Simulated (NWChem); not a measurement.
Molecule: Si$_{2}$H$_{5}$O$_{2}$F; SMILES O[SiH](O)[SiH2]F

```xyz
10

O      1.5119     1.2421    -0.4494
Si     0.1125     0.8645     0.3700
O     -1.1756     1.8147    -0.0843
Si    -0.5728    -1.2761    -0.2697
F      0.5433    -2.3505     0.2538
H      2.1855     1.7356     0.0265
H      0.3857     1.0150     1.8376
H     -1.1479     2.7548     0.1184
H     -0.6793    -1.3994    -1.7529
H     -1.8797    -1.6450     0.3504
```
Atoms are numbered in this order, from 1.

Computed with NWChem. The geometry was optimised at PBE0/def2-SVP.

Question: Predict the results for Hartree-Fock/def2-SVP. Quantities: highest occupied level (eV); orbital gap (eV); dipole (D).

Answer: The highest occupied level (eV) comes out as -11.11, the orbital gap (eV) is 14.29 and the dipole (D) is 3.56.
